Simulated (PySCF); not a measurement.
# Relative stability

Two relaxed structures of SiH₂SeS, singlet (PBE0-D4/def2-TZVP; forces vanish, vibrations not checked).

A:

Si1  (-0.444, -0.048, -0.208)
S2  (0.911, 0.021, 1.601)
Se3  (1.860, -0.941, -0.118)
H4  (1.496, -2.345, 0.177)
H5  (0.180, 1.193, -0.844)
(Å)

B:

| atom | x (Å) | y (Å) | z (Å) |
| --- | --- | --- | --- |
| Si1 | -0.2722 | 0.2203 | -0.2065 |
| S2 | 0.4483 | -0.3447 | 1.6804 |
| Se3 | 1.4651 | -1.1881 | -0.1921 |
| H4 | -1.5870 | -0.3054 | -0.6291 |
| H5 | -0.0339 | 1.6102 | -0.6485 |

PySCF 2.14 with density fitting (its default auxiliary sets; JK sets also for MP2 and CCSD(T)); basis: def2-TZVPP; cores frozen in the correlated methods. Filled d shells of the heavier atoms are correlated. The def2 sets are not built for correlating such inner shells, so the correlated values are less sure here. B3LYP uses VWN-RPA correlation.

Q: Which structure is lower at CCSD(T), and by how much? (Judge from chemistry; the value comes from the calculation.)

A: By the calculation: B, by 128.9 kJ/mol (electronic energy, against the other). By their contacts, A is SiH₂SeS ([SiH]1[S][SeH]1) and B is SiH₂SeS ([SiH2]1[S][Se]1).

All methods give the same order:

```json
{"method": "PBE-D4", "E(B) − E(A) (kJ/mol)": "-116.2"}
{"method": "r2SCAN-D4", "E(B) − E(A) (kJ/mol)": "-135.9"}
{"method": "PBE0-D4", "E(B) − E(A) (kJ/mol)": "-127.0"}
{"method": "B3LYP-D4", "E(B) − E(A) (kJ/mol)": "-125.2"}
{"method": "wB97M-V", "E(B) − E(A) (kJ/mol)": "-124.9"}
{"method": "HF", "E(B) − E(A) (kJ/mol)": "-152.4"}
{"method": "MP2", "E(B) − E(A) (kJ/mol)": "-139.8"}
{"method": "CCSD", "E(B) − E(A) (kJ/mol)": "-131.2"}
{"method": "CCSD(T)", "E(B) − E(A) (kJ/mol)": "-128.9"}
```

The T1 diagnostic stays at or below 0.013.

Labels in which every atom is bracketed show which atoms are joined, not bond orders.

For scale, one of the runs: CCSD(T)/def2-TZVPP, 160 basis functions, launched by `OMP_NUM_THREADS=2 python run.py`. Hardware: 2 CPU threads of an AMD EPYC 9B45, shared host. Wall time 91 s; peak host memory 1.4 GiB.
